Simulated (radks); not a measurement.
Values are calculated unless marked as measured or tabulated.
Mn I, 25 electrons, occupied as [Ar] 3d5 4s2.

Level of theory: Dirac Kohn-Sham, PBE, spin-unpolarised, spherical densities, finite nucleus; open shells fill j = l - 1/2 first; Fermi nuclear charge, rms radius 3.7057 fm (a radial shooting solver on a logarithmic mesh with Libxc functionals).

Energy parts (Ry):
total: -2316.64189
kinetic: 2346.34888
electron-nucleus: -5534.64899
Hartree: 975.57239
exchange-correlation: -103.91418

Orbitals (lengths in bohr, moments of r in powers of bohr; <r^-3> diverges for s and p1/2; r(max) is where P^2 peaks):
orbital,occ.,eigenvalue (Ry),<r^2>,<r^4>,<r^-3>,r(max),small-component weight
1s1/2,2,-472.4565,0.004988,0.00006401,-,0.03987,8.07e-03
2s1/2,2,-54.65694,0.09216,0.01487,-,0.2325,1.46e-03
2p1/2,2,-46.80920,0.07399,0.01120,-,0.1867,1.45e-03
2p3/2,4,-46.04263,0.07564,0.01166,409.0,0.1891,1.43e-03
3s1/2,2,-6.30735,0.8372,1.140,-,0.7361,3.15e-04
3p1/2,2,-4.07105,0.9523,1.603,-,0.7474,2.77e-04
3p3/2,4,-3.97772,0.9717,1.670,50.14,0.7544,2.72e-04
3d3/2,4,-0.50048,2.020,12.35,4.064,0.7609,1.65e-04
3d5/2,1,-0.49183,2.045,12.69,3.993,0.7634,1.63e-04
4s1/2,2,-0.37508,11.15,215.4,-,2.514,2.83e-05

The highest occupied level is 4s1/2 at -5.103 eV. For comparison, the ionisation energy in NIST's Atomic Spectra Database is 7.434 eV (measured). In exact Kohn-Sham theory the highest level is minus the ionisation energy, but local and semilocal functionals leave it too shallow, through self-interaction and a potential that decays too fast; potentials with the right tail come closer. The electron density at the nucleus is 1.317e+04 e/bohr^3.

Beside tabulated values, note that spin-unpolarised runs miss the spin-polarisation part of the exchange energy of open shells.
